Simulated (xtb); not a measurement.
Input file for xtb: GFN1-xTB on SiSn, 2S+1 = 3, a spin state set in the input, which need not be the lowest, a point of a bond scan (R = 2.749 Å).

```
$ xtb mol.xyz --gfn 1 --sp --chrg 0 --uhf 2
2

Si     0.00000000     0.00000000     0.00000000
Sn     0.00000000     0.00000000     2.74925000
```

Output:

```
[...]
           -------------------------------------------------
          |                Calculation Setup                |
           -------------------------------------------------



           -------------------------------------------------
          |                 G F N 1 - x T B                 |
           -------------------------------------------------

        Reference                      10.1021/acs.jctc.7b00118
      * Hamiltonian:
        H0-scaling (s, p, d)           1.850000    2.250000    2.000000
        zeta-weighting                 0.000000
      * Dispersion:
        s8                             2.400000
        a1                             0.630000
        a2                             5.000000
        s9                             0.000000
      * Repulsion:
        kExp                           1.500000
        rExp                           1.000000
      * Coulomb:
        alpha                          2.000000
        third order                    atomic
        anisotropic                    false
      * Halogen bond correction:
        rad-scale                      1.300000
        damping                        0.440000


          ...................................................
          :                      SETUP                      :
          :.................................................:
          :  # basis functions                  20          :
          :  # atomic orbitals                  18          :
          :  # shells                            6          :
          :  # electrons                         8          :
          :  # halogen bonds                     0          :
          :  max. iterations                   250          :
          :  Hamiltonian                  GFN1-xTB          :
          :  restarted?                      false          :
          :  GBSA solvation                  false          :
          :  PC potential                    false          :
          :  electronic temp.          300.0000000     K    :
          :  accuracy                    1.0000000          :
          :  -> integral cutoff          0.2500000E+02      :
          :  -> integral neglect         0.1000000E-07      :
          :  -> SCF convergence          0.1000000E-05 Eh   :
          :  -> wf. convergence          0.2000000E-04 e    :
          :  Broyden damping             0.4000000          :
          :  net charge                          0          :
          :  unpaired electrons                  2          :
          ...................................................

 iter      E             dE          RMSdq      gap      omega  full diag
   1     -4.1304523 -0.413045E+01  0.241E+00    1.46       0.0  T
   2     -4.1307528 -0.300463E-03  0.239E+00    1.38       1.0  T
   3     -4.1348102 -0.405739E-02  0.573E-01    1.41       1.0  T
   4     -4.1348202 -0.100216E-04  0.911E-02    1.40       1.0  T
   5     -4.1348281 -0.786126E-05  0.873E-03    1.40       8.1  T
   6     -4.1348281 -0.318674E-07  0.233E-03    1.40      30.4  T
   7     -4.1348281 -0.331936E-08  0.164E-05    1.40    4323.9  T
   8     -4.1348281 -0.683897E-13  0.418E-06    1.40   16923.3  T

   *** convergence criteria satisfied after 8 iterations ***

         #    Occupation            Energy/Eh            Energy/eV
      -------------------------------------------------------------
         1        2.0000           -0.8895440             -24.2057
         2        2.0000           -0.5378187             -14.6348
         3        1.9996           -0.3252036              -8.8492
         4        1.0002           -0.3095303              -8.4227
         5        1.0002           -0.3095303              -8.4227 (HOMO)
         6                         -0.2579546              -7.0193 (LUMO)
         7                         -0.2579546              -7.0193
         8                         -0.1833250              -4.9885
         9                         -0.1032492              -2.8096
        10                         -0.1032492              -2.8096
       ...                                ...                  ...
        18                          0.6767406              18.4150
      -------------------------------------------------------------
                  HL-Gap            0.0515757 Eh            1.4034 eV
             Fermi-level           -0.3007195 Eh           -8.1830 eV

 transition dipole moment (au) for excitation:           4           5
     X       Y       Z
  -0.0000  -0.0000   0.0000  total (au/Debye):    0.000   0.000
 dE (eV)             :    0.000
 oscillator strength :  0.00000E+00

 SCC (total)                   0 d,  0 h,  0 min,  0.003 sec
 SCC setup                      ...        0 min,  0.000 sec (  2.298%)
 Dispersion                     ...        0 min,  0.000 sec (  1.218%)
 classical contributions        ...        0 min,  0.000 sec (  0.702%)
 integral evaluation            ...        0 min,  0.001 sec ( 17.233%)
 iterations                     ...        0 min,  0.001 sec ( 29.051%)
 molecular gradient             ...        0 min,  0.001 sec ( 19.319%)
 printout                       ...        0 min,  0.001 sec ( 29.852%)

         :::::::::::::::::::::::::::::::::::::::::::::::::::::
         ::                     SUMMARY                     ::
         :::::::::::::::::::::::::::::::::::::::::::::::::::::
         :: total energy              -4.133737155680 Eh    ::
         :: gradient norm              0.055883893878 Eh/a0 ::
         :: HOMO-LUMO gap              1.403446607650 eV    ::
         ::.................................................::
         :: SCC energy                -4.134828112777 Eh    ::
         :: -> electrostatic           0.000030356085 Eh    ::
         :: repulsion energy           0.001661106774 Eh    ::
         :: dispersion energy         -0.000570149677 Eh    ::
         :: halogen bond corr.         0.000000000000 Eh    ::
         :: add. restraining           0.000000000000 Eh    ::
         :: total charge              -0.000000000590 e     ::
         :::::::::::::::::::::::::::::::::::::::::::::::::::::

           -------------------------------------------------
          |                Property Printout                |
           -------------------------------------------------

    * Orbital Energies and Occupations

         #    Occupation            Energy/Eh            Energy/eV
      -------------------------------------------------------------
         1        2.0000           -0.8895440             -24.2057
         2        2.0000           -0.5378187             -14.6348
         3        1.9996           -0.3252036              -8.8492
         4        1.0002           -0.3095303              -8.4227
         5        1.0002           -0.3095303              -8.4227 (HOMO)
         6                         -0.2579546              -7.0193 (LUMO)
         7                         -0.2579546              -7.0193
         8                         -0.1833250              -4.9885
         9                         -0.1032492              -2.8096
        10                         -0.1032492              -2.8096
        11                         -0.0920195              -2.5040
        12                         -0.0920195              -2.5040
        13                         -0.0481943              -1.3114
        14                         -0.0481943              -1.3114
        15                         -0.0189183              -0.5148
        16                          0.1037564               2.8234
       ...                                ...                  ...
        18                          0.6767406              18.4150
      -------------------------------------------------------------
Note: The following floating-point exceptions are signalling: IEEE_DENORMAL
normal termination of xtb
                  HL-Gap            0.0515757 Eh            1.4034 eV
             Fermi-level           -0.3007195 Eh           -8.1830 eV

  Mulliken/CM5 charges         n(s)   n(p)   n(d)
     1Si    0.02115 -0.00250   1.892  1.974  0.113
     2Sn   -0.02115  0.00250   1.976  2.024  0.022

Wiberg/Mayer (AO) data.
largest (>0.10) Wiberg bond orders for each atom

 ---------------------------------------------------------------------------
     #   Z sym  total        # sym  WBO       # sym  WBO       # sym  WBO
 ---------------------------------------------------------------------------
     1  14 Si   2.045 --     2 Sn   2.045
     2  50 Sn   2.045 --     1 Si   2.045
 ---------------------------------------------------------------------------

Topologies differ in total number of bonds
Writing topology from bond orders to xtbtopo.mol

 dipole moment from electron density (au)
     X       Y       Z
   0.0000   0.0000   0.2882  total (Debye):    0.733


           -------------------------------------------------
          | TOTAL ENERGY               -4.133737155680 Eh   |
          | GRADIENT NORM               0.055883893878 Eh/α |
          | HOMO-LUMO GAP               1.403446607650 eV   |
           -------------------------------------------------

------------------------------------------------------------------------
------------------------------------------------------------------------
 total:
 SCF:
```

The run finished.

Cost: around 0.04 core-seconds (rough).
